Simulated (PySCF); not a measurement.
Compound: C8H7F.
SMILES with atom numbers: `[CH2:1]=[CH:2][c:3]1[cH:4][cH:5][c:6]([F:7])[cH:8][cH:9]1` (hydrogens: H10, H11 on C1; H12 on C2; H13 on C4; H14 on C5; H15 on C8; H16 on C9)

Structure used (PBE0-D3(BJ)/def2-SVP), in Å, numbered top down from 1:
```
atom  x, y, z in Å
C1     2.726   -1.396    0.623
C2     2.235   -0.361   -0.069
C3     0.859    0.149   -0.059
C4     0.533    1.254   -0.860
C5    -0.755    1.780   -0.891
C6    -1.736    1.188   -0.107
F7    -2.975    1.676   -0.126
C8    -1.453    0.091    0.701
C9    -0.162   -0.420    0.720
H10    3.775   -1.684    0.533
H11    2.111   -1.994    1.302
H12    2.918    0.187   -0.728
H13    1.311    1.714   -1.475
H14   -1.010    2.639   -1.514
H15   -2.251   -0.346    1.304
H16    0.054   -1.280    1.356
```

Method: TDDFT PBE0/def2-SVPD, vertical, gas phase, core orbitals frozen in the response in PySCF 2.14.0, density-fitted response routines.

Ground-to-excited transition dipoles (e·a0, same axes as the geometry; the sign carries no meaning), for the states with f of 0.002 or more among the lowest 10:

```csv
state,E (hartree),μx,μy,μz
S1,0.1755,-0.886,0.319,0.014
S2,0.1862,1.287,-0.790,0.246
S3,0.2207,0.324,-0.958,0.681
S4,0.2361,-0.041,-0.107,-0.131
S5,0.2395,0.816,-0.547,0.194
S6,0.2435,-1.084,0.522,-0.093
S10,0.2607,-0.333,-0.324,0.367
```

(1) What oscillator strength does each state have?

(2) Label these states by symmetry in Cs.

(3) What angle do the transition dipoles of S6 and S10 make?

(4) What peak molar absorption coefficient would the strongest computed level give as a lone Gaussian band 0.3 eV wide at half height?

Answers

(1) f = (2/3) ΔE |μ|² with ΔE in hartree (27.2114 eV).

```
state  |μ|² (au)  |μ| (D)      f
   S1      0.887     2.39  0.104
   S2      2.340     3.89  0.290
   S3      1.487     3.10  0.219
   S4      0.030     0.44  0.005
   S5      1.003     2.54  0.160
   S6      1.457     3.07  0.236
  S10      0.350     1.50  0.061
```

(2) From a totally symmetric ground state, an allowed state transforms like the component of the dipole operator along its μ. Polarised normal to the mirror plane, so A″: S4. Polarised in the mirror plane, so A′: S1, S2, S3, S5, S6 and S10.

(3) |cos θ| = |μa·μb| / (|μa| |μb|) = 0.22, so θ ≈ 77° (taken between 0 and 90°, since the signs are arbitrary).

(4) ε(max) = 2.175×10⁸ f / FWHM, with the width in cm⁻¹. S2: 2.175×10⁸ × 0.2905 / 2420 ≈ 26000 L mol⁻¹ cm⁻¹.

The vertical ionisation energy (ΔSCF) is 8.35 eV, 1.26 eV above S10.

Hardware: x86-64 server, one thread, shared host. Cost: 5.5 min of wall time.

One conformer stands for the species.
